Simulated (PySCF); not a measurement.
Spectra and structures to be paired. Computed with TDDFT CAM-B3LYP/def2-SVPD, vertical, gas phase, core orbitals frozen in the response (PySCF). Geometries: PBE0-D3(BJ)/def2-SVP; one conformer of each isolated species. Triplets are in the Tamm–Dancoff approximation. Atoms past krypton carry core potentials; spin–orbit coupling is left out.

A. `CC(=O)[SiH2]F`
B. `FB(F)[C@@H]1CS1`
C. `CC[N]=[W]([F])([F])([F])[F]`

Lowest singlet levels (six at most, fewer where fewer were computed) with oscillator strengths:

1. 3.59 eV (f 0.001); 6.27 eV (f 0.000); 6.84 eV (f 0.010); 7.68 eV (f 0.004); 7.77 eV (f 0.014); 7.92 eV (f 0.218); T1 2.93 eV
2. 4.36 eV (f 0.001); 4.42 eV (f 0.001); 5.48 eV (f 0.000); 5.77 eV (f 0.001); 5.79 eV (f 0.001); 6.64 eV (f 0.003); T1 4.14 eV
3. 4.44 eV (f 0.004); 5.94 eV (f 0.023); 6.62 eV (f 0.024); 7.00 eV (f 0.010); 7.25 eV (f 0.070); 7.33 eV (f 0.027); T1 3.95 eV

**Question.** Which spectrum belongs to which structure?

**Answer.** 1 = A, 2 = C, 3 = B.
- A: S1 at 3.59 eV, HOMO→LUMO (97%); S1 has the pattern of n→π* at C=O; HOMO -8.73 and LUMO -0.37 eV.
- B: S1 at 4.44 eV, HOMO→LUMO (91%); Löwdin shares by element: HOMO sulfur 74%, carbon 18%; LUMO sulfur 41%, boron 21%, carbon 18% or more, fluorine 6% or more; HOMO -8.43 and LUMO 0.02 eV.
- C: S1 at 4.36 eV, HOMO→LUMO (96%); for S1 the Löwdin share of tungsten is 16% in HOMO and 69% in LUMO; HOMO -10.57 and LUMO -2.09 eV.
B and C have S1 within 0.09 eV of each other; their strongest listed levels stand at 7.25 eV (f 0.070) and 6.64 eV (f 0.003).
